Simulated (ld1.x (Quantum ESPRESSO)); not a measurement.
## Ti, ultrasoft: configuration errors across variants

ld1.x (Quantum ESPRESSO) 7.5 input, shortened:

```
&input
   title='Ti', zed=22., rel=1, dft='BP', iswitch=3,
   config='[Ar] 3d2 4s1.75 4p0'
 /
 &inputp
   pseudotype=3, tm=.true., lloc=-1, rcloc=3.15,
   nlcc=.true., rcore=1.00,
   which_augfun='PSQ', rmatch_augfun_nc=.true.
 /
6
4S  1  0   1.75   0.00  3.10  3.30  0.0
4S  1  0   0.00   0.30  3.10  3.30  0.0
4P  2  1   0.00   0.00  2.35  3.30  0.0
4P  2  1   0.00   0.25  2.35  3.30  0.0
3D  3  2   2.00   0.00  1.15  1.30  0.0
3D  3  2   0.00   0.40  1.15  1.30  0.0
 &test
   configts(1)='3d2 4s1.75 4p0'
 /
```

All-electron excitation energies from the reference (eV): (1) 3d2 4s2 4p0 -1.327; (2) 3d2 4s1 4p0 6.192; (3) 3d2 4s0 4p0 19.854; (4) 3d1 4s2 4p1 3.370; (5) 3d2 4s0 4p2 5.032; (6) 3d3 4s0 4p0 6.259; (7) 3d2 4s1.5 4p0 1.688.

Tests that are not counted but printed errors over 1 eV. “type PAW; local potential all-electron potential smoothed inside 1.05 bohr (lloc = -2)”: 3d1 4s2 4p1 (solver errors, printed error -2.8 eV).

A true bound ghost makes a file unfit for plane-wave use even where its test errors are small: the radial tests pick states by their node count and pass the ghost by. Where a test does run into it, the solver fails or the error is huge.

Errors AE − PS in meV (a dash: test not solved or not reliable):

```csv
change,(1),(2),(3),(4),(5),(6),(7),bound ghosts
base,-0.2,-5.9,-59,-415,-26,-261,-0.6,none
"waves 3d (bound): rcut 1.15, rcutus 1.64 bohr; 3d channel at 0.4 Ry: rcut 1.15, rcutus 1.64 bohr",-0.2,-5.7,-57,-382,-25,-245,-0.5,none
"augmentation PSQ, radius 1.25 bohr",0.0,-1.4,-17,-239,-4.9,-156,-0.2,none
local potential all-electron potential smoothed inside 3.10 bohr (lloc = -1),-0.2,-5.9,-59,-414,-26,-261,-0.6,none
local potential all-electron potential smoothed inside 1.45 bohr (lloc = -1),-0.2,-6.0,-59,-402,-26,-256,-0.6,s
type PAW; local potential all-electron potential smoothed inside 1.05 bohr (lloc = -2),0.0,-1.7,-18,–,-2.8,-146,-0.2,s
```

**Question.** Give the same row for: waves 4p (bound): rcut 2.35, rcutus 2.94 bohr; 4p channel at 0.25 Ry: rcut 2.35, rcutus 2.94 bohr.

**Answer.** -0.2, -5.9, -59, -407, -28, -261, -0.6; bound ghosts: none.
